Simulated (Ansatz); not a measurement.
Basis-set series for `[F][GeH2][InH2]`. Total charge 0; spin multiplicity 1. In takes the def2 core potential. All single points use the PBE0-D4/def2-TZVP geometry.

| atom | x (Å) | y (Å) | z (Å) |
| --- | --- | --- | --- |
| F1 | 1.0338 | -0.0846 | -2.0593 |
| Ge2 | -0.3355 | -0.3376 | -0.9880 |
| In3 | 0.3459 | 0.4359 | 1.4160 |
| H4 | -1.4858 | 0.4632 | -1.6383 |
| H5 | -0.6621 | -1.8410 | -1.1298 |
| H6 | 1.9214 | 1.0596 | 1.7142 |
| H7 | -0.8177 | 0.3045 | 2.6852 |

```csv
functional,basis,functions,energy (Eh),HOMO (eV),LUMO (eV)
PBE0-D4,def2-SVP,92,-2368.68640,-7.46,-2.33
PBE0-D4,def2-TZVPP,185,-2369.08638,-7.52,-2.37
ωB97M-V,def2-SVP,92,-2368.83377,-9.44,-0.72
ωB97M-V,def2-TZVPP,185,-2369.23772,-9.54,-0.82
```

(1) Give the rows for def2-QZVPP. (An estimate is asked.)

## Answers

(1) Computed: 
```csv
functional,basis,functions,energy (Eh),HOMO (eV),LUMO (eV)
PBE0-D4,def2-QZVPP,348,-2369.13935,-7.54,-2.38
ωB97M-V,def2-QZVPP,348,-2369.28936,-9.55,-0.84
```

Scalar relativity is left out up to krypton.
